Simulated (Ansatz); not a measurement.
Ideal-gas functions of CH3NOSi, SMILES `N#CO[SiH3]` at 400 K and 1 bar, from an Ansatz frequency run at PBE0-D4/def2-TZVP.

Molar mass 73.13 g/mol, point group Cs (symmetry number 1), electronic degeneracy 1, moments of inertia 15.926, 158.331, 168.242 u Å². Harmonic wavenumbers (cm⁻¹, unscaled): 82, 139, 534, 544, 682, 699, 746, 942, 947, 957, 1217, 2264, 2279, 2300, 2398.

Use S(trans) = R[1.5 ln M + 2.5 ln T − 1.1517]; rotational temperatures θ = 24.2544 K / I; S(rot) = R[ln(√π/σ · √(T³/θAθBθC)) + 1.5]; for each mode x = 1.438777 ν̃/T, S = R[x/(eˣ − 1) − ln(1 − e⁻ˣ)] and H = RT x/(eˣ − 1); 1 cm⁻¹ = 0.0119627 kJ/mol; R = 8.31446 J/(mol·K).

Task: By hand: the entropy, in J/(mol·K).

Result: Translation 168.5. Rotation: θ = 1.5229, 0.1532, 0.1442 K, giving 106.1. Vibration, mode by mode: 18.50, 14.16, 4.06, 3.94, 2.67, 2.54, 2.22, 1.27, 1.25, 1.22, 0.57, 0.02, 0.02, 0.02, 0.01, in all 52.5. Electronic 0.0. Sum 327.1 J/(mol·K).

Task: By hand: H − E and G − E in kJ/mol, counted from the electronic energy.

Result: Zero-point energy ½ × 16730 × 0.0119627 = 100.1; thermal vibration 11.1; translation, rotation and pV give 4 RT = 13.3. H − E = 124.5 kJ/mol, and G − E = 124.5 − 400 × 327.1/1000 = -6.3 kJ/mol.

Vibration gives 16 % of the entropy, 32.7 J/(mol·K) of it from the modes under 150 cm⁻¹: soft modes count most, and the harmonic formula is weakest for them.
